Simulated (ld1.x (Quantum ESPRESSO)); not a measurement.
# Before and after: TM semilocal potential for Re

ld1.x (Quantum ESPRESSO) 7.5 input, shortened:

```
&input
   title='Re', zed=75., rel=1, dft='PBESOL', iswitch=3,
   config='[Xe] 4f14 5d5 6s2 6p0'
 /
 &inputp
   pseudotype=1, tm=.true., lloc=2,
   nlcc=.false.
 /
3
6S  1  0   2.00   0.00  2.80  2.80  0.0
5P  2  1   6.00   0.00  1.20  1.20  0.0
5D  3  2   5.00   0.00  1.55  1.55  0.0
 &test
   configts(1)='5p6 5d5 6s2 6p0'
 /
```

Change: core [Xe] 4f14, valence charge 7; reference 5d5 6s0 6p0; waves now 6p (bound): rc 2.25 bohr; 5d (bound): rc 2.30 bohr; 6s (bound): rc 1.85 bohr; local potential the s channel.

Cutoffs: the cutoffs (Ry, on a coarse ladder) from which the occupation-weighted sum of valence levels, in a spherical-Bessel basis at the reference potential, stays within 10 and 1 mRy of its value at 400 Ry; they do not see the model core or the augmentation charge, which bear on the density cutoff. Errors are all-electron minus pseudo energies relative to the spin-unpolarised reference configuration.

Question: What does the change do?

Answer: The potential gets softer (110 Ry and 160 Ry → 30 Ry and 35 Ry); neither file shows a bound ghost. The shells moved into the core no longer need plane waves of their own. In the semilocal form every listed channel keeps its own potential, so the choice of the local channel does not act on these tests. It acts once the file is put into the separable form. A semilocal file is local in each channel, so a ghost entry of none says nothing of the separable form that plane-wave codes build from it. Several settings change at once here, so the effects cannot be laid on one of them.

```csv
quantity,base,changed
"cutoff, loose",110 Ry,30 Ry
"cutoff, tight",160 Ry,35 Ry
bound ghosts,none,none
"largest error over its own tests, meV",-103,+198
```
